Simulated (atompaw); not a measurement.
## Reading a pseudo-wave (N (Z = 7))

Columns: radius, all-electron u(r) and pseudo u(r) of the 2s shell (level -18.54 eV) of nitrogen in the configuration [He] 2s1.75 2p3.25; LDA (PW92), scalar-relativistic, PAW (atompaw) scheme, atompaw 4.2.0.5.

| r (bohr) | all-electron | pseudo |
| --- | --- | --- |
| 0.067 | -0.3335 | 0.1055 |
| 0.135 | -0.3843 | 0.2110 |
| 0.202 | -0.2915 | 0.3117 |
| 0.269 | -0.1348 | 0.4078 |
| 0.337 | 0.0450 | 0.4991 |
| 0.404 | 0.2187 | 0.5818 |
| 0.471 | 0.3763 | 0.6563 |
| 0.538 | 0.5125 | 0.7218 |
| 0.606 | 0.6267 | 0.7784 |
| 0.673 | 0.7162 | 0.8242 |
| 0.740 | 0.7843 | 0.8600 |
| 0.808 | 0.8339 | 0.8863 |
| 0.875 | 0.8661 | 0.9027 |
| 0.942 | 0.8841 | 0.9100 |
| 1.010 | 0.8903 | 0.9091 |
| 1.077 | 0.8866 | 0.9007 |
| 1.144 | 0.8751 | 0.8860 |
| 1.212 | 0.8570 | 0.8654 |
| 1.279 | 0.8344 | 0.8408 |
| 1.346 | 0.8080 | 0.8127 |
| 1.413 | 0.7791 | 0.7822 |
| 1.481 | 0.7478 | 0.7496 |
| 1.548 | 0.7158 | 0.7167 |
| 1.615 | 0.6831 | 0.6835 |
| 1.683 | 0.6498 | 0.6499 |
| 1.750 | 0.6172 | 0.6172 |

Problem. How many radial nodes do the two functions have?

Solution. The all-electron 2s function has n − l − 1 = 1; the pseudo-wave has 0, since the states of the same l below it are removed with the core.

Problem. Is the pseudo-wave norm-conserving?

Solution. No, it belongs to a PAW set: the norm inside the radius is not constrained, and the difference is carried by the augmentation charge.
